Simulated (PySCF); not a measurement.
Potential energy curve for SiH (cation, charge +1), singlet.

UHF/cc-pVDZ (PySCF); UCCSD(T) = CCSD(T) on UHF/cc-pVDZ, 5 core orbitals frozen in PySCF.

Energies relative to the lowest point of each curve near equilibrium, in mEh:

```tsv
R / Å	UHF
1.30	19.3
1.37	7.6
1.44	1.6
1.52	0.0
1.58	1.6
1.62	3.6
1.68	8.0
1.76	15.5
1.88	29.2
2.29	69.8
2.72	81.5
4.13	85.7
```

Question: Predict the corresponding UCCSD(T) column.

Answer: 1.30: 20.5; 1.37: 8.6; 1.44: 2.2; 1.52: 0.0; 1.58: 1.0; 1.62: 2.6; 1.68: 6.1; 1.76: 12.4; 1.88: 23.8; 2.29: 65.9; 2.72: 97.6; 4.13: 114.8 (mEh).

The unrestricted determinant behind UHF, UCCSD(T) is spin-contaminated at 1.20 to 1.58, 2.04 to 6.02 Å (<S²> up to 1.0, against 0.00 for a pure singlet).
